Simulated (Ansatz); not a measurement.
K₈Cl₈ (started as a model of: 2x2x4 KCl rock-salt block), 16 atoms. Hardware: 4 threads of Intel Xeon on a shared host.

The 6-31G sets use Cartesian d functions.

Question: How many basis functions does each of these Ansatz runs have, and roughly what does it cost? PBE-D4/def2-SVP, charge 0 singlet, energy, from earlier orbitals; HF/STO-3G, charge 0 singlet, energy; PBE-D4/def2-SVP, charge 0 singlet, relaxation, 5 steps; PBE-D4/def2-SVP, charge -1 doublet at the geometry of the charge 0 singlet, energy; PBE-D4/def2-SVP, charge -1 doublet, energy, from earlier orbitals; PBE-D4/def2-SVP, charge 1 doublet, energy; B3LYP-D4/6-31G, charge 0 singlet, energy; PBE-D4/def2-SVP, charge -1 doublet, relaxation, 3 steps; HF/6-31G, charge 0 singlet, energy; PBE0-D4/def2-SVP, charge 0 singlet, energy and forces, from earlier orbitals; r2SCAN-D4/def2-SVP, charge 0 singlet, energy and forces, from earlier orbitals; PBE-D4/def2-SVP, charge 0 triplet at the geometry of the charge 0 singlet, energy.

Answer: Other jobs shared the machine, so times can vary by a factor of up to 3.

```csv
run,functions,fitting or Cholesky vectors,wall time,peak host memory (GiB)
"HF/STO-3G, charge 0 singlet, energy",176,2084,10 s,1.2
"PBE-D4/def2-SVP, charge 0 singlet, energy, from earlier orbitals",336,3768,36 s,1.4
"HF/6-31G, charge 0 singlet, energy",336,3464,58 s,2.7
"PBE0-D4/def2-SVP, charge 0 singlet, energy and forces, from earlier orbitals",336,3088,74 s,2.4
"PBE-D4/def2-SVP, charge -1 doublet, energy, from earlier orbitals",336,3768,79 s,1.7
"B3LYP-D4/6-31G, charge 0 singlet, energy",336,3464,83 s,2.8
"r2SCAN-D4/def2-SVP, charge 0 singlet, energy and forces, from earlier orbitals",336,3768,95 s,1.6
"PBE-D4/def2-SVP, charge -1 doublet at the geometry of the charge 0 singlet, energy",336,3768,1.9 min,1.7
"PBE-D4/def2-SVP, charge 0 singlet, relaxation, 5 steps",336,3768,2.1 min,1.4
"PBE-D4/def2-SVP, charge -1 doublet, relaxation, 3 steps",336,3768,2.6 min,1.5
"PBE-D4/def2-SVP, charge 1 doublet, energy",336,3768,6.6 min,3.1
"PBE-D4/def2-SVP, charge 0 triplet at the geometry of the charge 0 singlet, energy",336,3768,9 min,3.1
```
